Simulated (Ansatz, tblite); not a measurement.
Cost and result up the ladder for BiMe3 (C3H9Bi) (13 atoms). Total charge 0; singlet. Geometry: PBE0-D4/def2-SVP.

```xyz
13

Bi    0.644    0.141   -1.106
C     0.077    1.889    0.232
H     0.982    2.446    0.515
H    -0.420    1.510    1.136
H    -0.604    2.559   -0.311
C     1.418   -1.096    0.637
H     0.689   -1.065    1.458
H     2.379   -0.688    0.980
H     1.563   -2.136    0.312
C    -1.431   -0.778   -0.978
H    -1.389   -1.824   -1.312
H    -2.123   -0.220   -1.625
H    -1.784   -0.738    0.062
```

Ansatz on 4 threads of Arm Neoverse V2 on a shared host; xTB runs through tblite on one thread. Times are rough, summed over both states, and most runs start from the orbitals of an earlier one. PBE0-D4/def2-TZVP serves as the yardstick here, not as an exact answer. The other state is a doublet.

In the def2 sets Bi takes a core potential; there is no spin–orbit coupling. The xTB rows come from tblite.

Raw xTB energies of ions are shifted by several eV.

```csv
level,functions,wall time
GFN2-xTB,25,0.005 s
GFN1-xTB,34,0.008 s
PBE-D4/def2-TZVP,197,4.2 s
PBE0-D4/def2-TZVP (with forces),197,7.6 s
r2SCAN-D4/def2-TZVP,197,10 s
```

(1) Estimate what each level gives for the vertical IE (eV).

Answers

(1) 
```
                          level  vertical IE (eV)  difference from PBE0-D4/def2-TZVP (eV)
                       GFN2-xTB             12.91                                    4.41
                       GFN1-xTB             13.40                                    4.91
               PBE-D4/def2-TZVP              8.40                                   -0.09
PBE0-D4/def2-TZVP (with forces)              8.50                                    0.00
            r2SCAN-D4/def2-TZVP              8.43                                   -0.07
```
